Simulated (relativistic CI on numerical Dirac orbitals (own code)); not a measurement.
## Hyperfine structure of Ru4+, mass number 99

Calculated at this level of theory: Dirac-Coulomb-Breit CI, orbitals from a KLI potential per configuration, model QED, valence Slater integrals scaled by 0.85, P86 correlation energy added to each configuration (own radial code, finite nucleus).

CI space (outside the closed core [Ar] 3d10 4s2): 4p6.4d4, 4p6.4d3.5s, 4p6.4d3.4f, 4p6.4d3.5p, 4p5.4d5, 4p6.4d3.5d, 4p6.4d3.6s, 4p6.4d3.6p, 4p6.4d2.5s.5p, 4p6.4d3.6d, 4p6.4d3.5f, 4p6.4d3.6f, 4p6.4d2.5s2, 4p6.4d.4f.5s2, 4p6.4d.5s2.5p, 4p6.4d.5s2.5d, 4p6.4d.5s2.6s, 4p6.4d2.5p2, 4p6.4d.5s.5p2, 4p6.4d.4f.5p2, 4p6.4d.5p3, 4p6.4d.5p2.5d, 4p6.4d.5p2.6s. Double excitations out of closed p, d and f shells are left out; levels of such configurations are missing from the list, as are those of other unlisted configurations, and high levels can miss mixing partners.

Nuclear spin I = 5/2, μ = -0.641 μN, Q = 0.079 b (tables of Stone and Pyykkö). The electronic factors are computed for point nuclear moments, without core polarisation; leaving it out makes A of s and p electrons in near-neutral atoms 20 to 40 % too small, and it can dominate for d and f shells.

| Level | E (eV) | A (MHz) | B (MHz) |
| --- | --- | --- | --- |
| 4p6.4d4 5D_1 | 0.0593 | -28.47 | 26.3 |
| 4p6.4d4 5D_2 | 0.1587 | -52.31 | 16.9 |
| 4p6.4d4 5D_3 | 0.2830 | -79.2 | -18.6 |
| 4p6.4d4 5D_4 | 0.4233 | -106 | -78.9 |
| 4p6.4d4 3H_4 | 2.1385 | -193.4 | 40.4 |
| 4p6.4d4 3H_5 | 2.2773 | -167.6 | 45.6 |
| 4p6.4d4 3P_1 | 2.3479 | -88.32 | -4.28 |
| 4p6.4d4 3H_6 | 2.3895 | -164.1 | 39.6 |

Levels with J = 0, under 50 % of one LS term, or S terms without an open s electron are left out. Small factors come from cancelling terms and can be off by tens of per cent or more.

At this charge configurations can still be misplaced by up to about 7 % of their energy.

Task: Give the hyperfine levels of 4p6.4d4 5D_3 relative to its centre of gravity.

Result: With K = F(F + 1) − I(I + 1) − J(J + 1), E = AK/2 + B[¾K(K + 1) − I(I + 1)J(J + 1)]/[2I(2I − 1)J(2J − 1)]: F = 1/2: 780.8, F = 3/2: 667, F = 5/2: 475.6, F = 7/2: 203.6, F = 9/2: -152.8, F = 11/2: -598.6 MHz.
